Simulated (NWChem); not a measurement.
C₃H₂BF₃; SMILES C#C[C@@H](F)B(F)F

```xyz
9

C      1.1076    -2.3025     0.5462
C      0.4014    -1.4646     0.0317
C     -0.4232    -0.4148    -0.5575
F     -1.7523    -0.5656    -0.2321
B      0.1308     0.9840    -0.0503
F      1.2887     1.4260    -0.4893
F     -0.5404     1.7186     0.8016
H      1.7314    -3.0536     0.9962
H     -0.3252    -0.4641    -1.6593
```
Atoms are numbered in this order, from 1.

All runs: NWChem. Pople sets run with spherical d functions. All runs use the structure optimised with PBE0/def2-SVP. Atomic charges in e: unrestrained fits to the electrostatic potential beside Mulliken populations; buried atoms are poorly determined by the fit.

For level Hartree-Fock/6-31G*:

```yaml
Mulliken C2: -0.01
Mulliken C3: 0.12
Mulliken F4: -0.45
ESP B5: 0.77
Mulliken B5: 0.96
```

### Question
What are these values for level B3LYP/def2-SVP?

### Answer
The Mulliken C2 is 0.23 and the Mulliken C3 is 0.32. The Mulliken F4 comes out as -0.25. The ESP B5 is 0.63 and the Mulliken B5 is 0.17.
